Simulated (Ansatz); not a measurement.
Z-matrix (Å, degrees):
```
B
B 1 1.645
H 1 1.198 2 121.5
H 1 1.198 2 121.5 3 176.7
Br 2 1.919 1 112.6 3 -88.4
H 2 1.192 1 131.3 3 91.6
```

Charge 0, multiplicity 1.

(1) List the ωB97M-V/def2-TZVPP orbital energies in eV (the Gaussian-basis code of Ansatz). (Best estimate.)

Results:

(1) Ansatz gave: Occupied: -13157.01, -1709.34, -1537.53, -1537.49, -1537.47, -242.19, -189.03, -188.09, -181.85, -181.73, -181.65, -75.24, -75.21, -75.15, -75.05, -75.04, -24.85, -17.97, -15.63, -13.17, -12.71, -11.97, -11.26, -10.14. Lowest empty: -0.12, 0.20, 2.67, 3.33, 3.68, 4.18, 4.37, 4.72.
